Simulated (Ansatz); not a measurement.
**Molecular dynamics of CH$_{6}$GeS**

Input:

```yaml
crystal:
  periodic: [false, false, false]
  atoms:
    - { symbol: Ge, position_ang: [-1.11685, -0.433509, -0.191328] }
    - { symbol: C, position_ang: [0.838773, 0.528308, 0.302311] }
    - { symbol: S, position_ang: [-0.212746, -2.010675, -1.328634] }
    - { symbol: H, position_ang: [0.649845, -0.598668, -0.463564] }
    - { symbol: H, position_ang: [-1.849209, 0.768262, -0.865882] }
    - { symbol: H, position_ang: [-1.605072, -0.61587, 1.27893] }
    - { symbol: H, position_ang: [0.464872, 1.560249, 0.141456] }
    - { symbol: H, position_ang: [1.020099, 0.312502, 1.370137] }
    - { symbol: H, position_ang: [1.810187, 0.489201, -0.243425] }
basis:
  gaussian: { orbitals: def2-SVP }
hamiltonian:
  xc: pbe
md:
  timestep: 0.5
  n_steps: 200
  ensemble: nve
  temperature: 100.0
  initial_velocities: maxwell_boltzmann
  seed: 8400
```

Launched with:

```bash
$ ansatz run input.yaml --threads 2 --pin off --max-ram 3072MiB --backend cpu --events-out ev --progress --plain --runs-dir out
```

It starts at the highest image of a converged band. Of that band: Neighbouring images differ by up to 1.5 eV, so the band resolves the path poorly. A vibrational analysis at the climbing image gives one clearly imaginary mode, 1311i cm⁻¹: a first-order saddle point.

Output, in part (one step line in 7, the closing report, with atoms numbered from 0):

```
md step     0: t =     0.00 fs  T =   100.0 K  F+E_penalty+E_count = -68460.47239541 eV  E_kin = 0.090482 eV  conserved = -68460.38191341 eV  (27 SCF iters)
md step     7: t =     3.50 fs  T =    59.2 K  F+E_penalty+E_count = -68460.43512888 eV  E_kin = 0.053542 eV  conserved = -68460.38158725 eV  (31 SCF iters)
md step    14: t =     7.00 fs  T =    47.6 K  F+E_penalty+E_count = -68460.42462077 eV  E_kin = 0.043046 eV  conserved = -68460.38157432 eV  (30 SCF iters)
md step    21: t =    10.50 fs  T =   103.5 K  F+E_penalty+E_count = -68460.47527936 eV  E_kin = 0.093660 eV  conserved = -68460.38161975 eV  (31 SCF iters)
md step    28: t =    14.00 fs  T =   341.1 K  F+E_penalty+E_count = -68460.68948655 eV  E_kin = 0.308628 eV  conserved = -68460.38085888 eV  (28 SCF iters)
md step    35: t =    17.50 fs  T =  1054.0 K  F+E_penalty+E_count = -68461.33877128 eV  E_kin = 0.953663 eV  conserved = -68460.38510818 eV  (27 SCF iters)
md step    42: t =    21.00 fs  T =  1612.6 K  F+E_penalty+E_count = -68461.84373863 eV  E_kin = 1.459127 eV  conserved = -68460.38461170 eV  (26 SCF iters)
md step    49: t =    24.50 fs  T =  1765.4 K  F+E_penalty+E_count = -68461.97976235 eV  E_kin = 1.597414 eV  conserved = -68460.38234797 eV  (28 SCF iters)
md step    56: t =    28.00 fs  T =  1514.9 K  F+E_penalty+E_count = -68461.75209090 eV  E_kin = 1.370705 eV  conserved = -68460.38138550 eV  (28 SCF iters)
md step    63: t =    31.50 fs  T =  2012.6 K  F+E_penalty+E_count = -68462.20754461 eV  E_kin = 1.821081 eV  conserved = -68460.38646353 eV  (27 SCF iters)
md step    70: t =    35.00 fs  T =  1035.1 K  F+E_penalty+E_count = -68461.31469453 eV  E_kin = 0.936576 eV  conserved = -68460.37811814 eV  (27 SCF iters)
md step    77: t =    38.50 fs  T =   937.3 K  F+E_penalty+E_count = -68461.23067026 eV  E_kin = 0.848071 eV  conserved = -68460.38259894 eV  (26 SCF iters)
md step    84: t =    42.00 fs  T =   534.5 K  F+E_penalty+E_count = -68460.86426107 eV  E_kin = 0.483651 eV  conserved = -68460.38061015 eV  (27 SCF iters)
md step    91: t =    45.50 fs  T =  1329.6 K  F+E_penalty+E_count = -68461.58901260 eV  E_kin = 1.203079 eV  conserved = -68460.38593335 eV  (27 SCF iters)
md step    98: t =    49.00 fs  T =  1573.7 K  F+E_penalty+E_count = -68461.80657714 eV  E_kin = 1.423931 eV  conserved = -68460.38264589 eV  (26 SCF iters)
md step   105: t =    52.50 fs  T =  1852.5 K  F+E_penalty+E_count = -68462.05891586 eV  E_kin = 1.676164 eV  conserved = -68460.38275223 eV  (27 SCF iters)
md step   112: t =    56.00 fs  T =  1549.5 K  F+E_penalty+E_count = -68461.78319414 eV  E_kin = 1.402057 eV  conserved = -68460.38113682 eV  (28 SCF iters)
md step   119: t =    59.50 fs  T =  2058.2 K  F+E_penalty+E_count = -68462.24898346 eV  E_kin = 1.862285 eV  conserved = -68460.38669840 eV  (27 SCF iters)
md step   126: t =    63.00 fs  T =  1139.4 K  F+E_penalty+E_count = -68461.41011994 eV  E_kin = 1.030930 eV  conserved = -68460.37919000 eV  (28 SCF iters)
md step   133: t =    66.50 fs  T =   956.1 K  F+E_penalty+E_count = -68461.24743133 eV  E_kin = 0.865078 eV  conserved = -68460.38235375 eV  (28 SCF iters)
md step   140: t =    70.00 fs  T =   481.9 K  F+E_penalty+E_count = -68460.81660010 eV  E_kin = 0.435996 eV  conserved = -68460.38060410 eV  (30 SCF iters)
md step   147: t =    73.50 fs  T =  1264.5 K  F+E_penalty+E_count = -68461.52876022 eV  E_kin = 1.144123 eV  conserved = -68460.38463730 eV  (28 SCF iters)
md step   154: t =    77.00 fs  T =  1435.3 K  F+E_penalty+E_count = -68461.67811563 eV  E_kin = 1.298650 eV  conserved = -68460.37946601 eV  (28 SCF iters)
md step   161: t =    80.50 fs  T =  1773.2 K  F+E_penalty+E_count = -68461.98805408 eV  E_kin = 1.604456 eV  conserved = -68460.38359850 eV  (28 SCF iters)
md step   168: t =    84.00 fs  T =  1185.7 K  F+E_penalty+E_count = -68461.45383487 eV  E_kin = 1.072834 eV  conserved = -68460.38100135 eV  (28 SCF iters)
md step   175: t =    87.50 fs  T =  1623.2 K  F+E_penalty+E_count = -68461.85367114 eV  E_kin = 1.468660 eV  conserved = -68460.38501157 eV  (28 SCF iters)
md step   182: t =    91.00 fs  T =   877.8 K  F+E_penalty+E_count = -68461.17062492 eV  E_kin = 0.794266 eV  conserved = -68460.37635857 eV  (27 SCF iters)
md step   189: t =    94.50 fs  T =  1235.8 K  F+E_penalty+E_count = -68461.50152764 eV  E_kin = 1.118150 eV  conserved = -68460.38337759 eV  (27 SCF iters)
md step   196: t =    98.00 fs  T =   964.5 K  F+E_penalty+E_count = -68461.25369863 eV  E_kin = 0.872670 eV  conserved = -68460.38102873 eV  (26 SCF iters)
md step   200: t =   100.00 fs  T =  1309.4 K  F+E_penalty+E_count = -68461.56677158 eV  E_kin = 1.184735 eV  conserved = -68460.38203635 eV  (26 SCF iters)
Total energy: -68461.56680605 eV, -2515.9161752057 hartree
Atom 0 at    -0.897643    -0.389966    -0.196041 Å, force    -2.175585    -1.454736     0.318729 eV/Å
Atom 1 at     0.229567     0.907431     0.560711 Å, force     2.167969     0.471265    -0.130252 eV/Å
Atom 2 at    -0.420110    -2.156115    -1.396038 Å, force     2.141521    -3.023323    -0.933629 eV/Å
Atom 3 at     0.521161    -3.317287    -0.961751 Å, force    -1.523376     2.408207    -0.105354 eV/Å
Atom 4 at    -1.765815    -0.077335    -1.475520 Å, force     0.021679     0.488406     0.488394 eV/Å
Atom 5 at    -1.798392    -1.104246     0.914561 Å, force     0.188593     0.713673    -0.156945 eV/Å
Atom 6 at    -0.097752     1.278145     1.533707 Å, force    -0.348768     0.148299     0.351541 eV/Å
Atom 7 at     1.196559     0.358793     0.725482 Å, force    -0.245711     0.300068     0.115595 eV/Å
Atom 8 at     0.494773     1.748481    -0.114413 Å, force    -0.226322    -0.051857     0.051922 eV/Å
Dipole moment:     0.265898     0.346834     0.352589 e Å
```

All steps were run. The conserved energy stayed within 0.76 meV per atom of its start (net change -0.014 meV per atom), so the integration is sound. The kinetic energy rose, since the run started high on the potential surface and went downhill. A run of 0.1 ps of so small a system gives no equilibrium averages. The orbitals stay closed-shell, which can raise the energy where a bond breaks towards radicals; this wasn't checked here.

Between its relaxed ends the band would form C2–H4 and break Ge1–C2, S3–H4. These pairs go: C2–H4 1.38 → 4.50 Å, Ge1–C2 2.23 → 1.88 Å, S3–H4 1.87 → 1.56 Å. In the last frame they stand as before the step (other bonds may differ from the relaxed reactants and products). Also parted: Ge1–H4 1.80 → 3.34 Å. It ends as one piece, CH6GeS. Pairs count as bonded within 1.25 times the sum of covalent radii (0.12 Å more for H–H).

Last frame:

```xyz
9
Properties=species:S:1:pos:R:3
Ge -0.898 -0.390 -0.196
C 0.230 0.907 0.561
S -0.420 -2.156 -1.396
H 0.521 -3.317 -0.962
H -1.766 -0.077 -1.476
H -1.798 -1.104 0.915
H -0.098 1.278 1.534
H 1.197 0.359 0.726
H 0.495 1.748 -0.114
```

Run time: 5 min on 2 threads of Intel(R) Xeon(R) Platinum 8259CL CPU @ 2.50GHz (Skylake/Cascade Lake), on a shared host, peak memory 0.16 GiB.
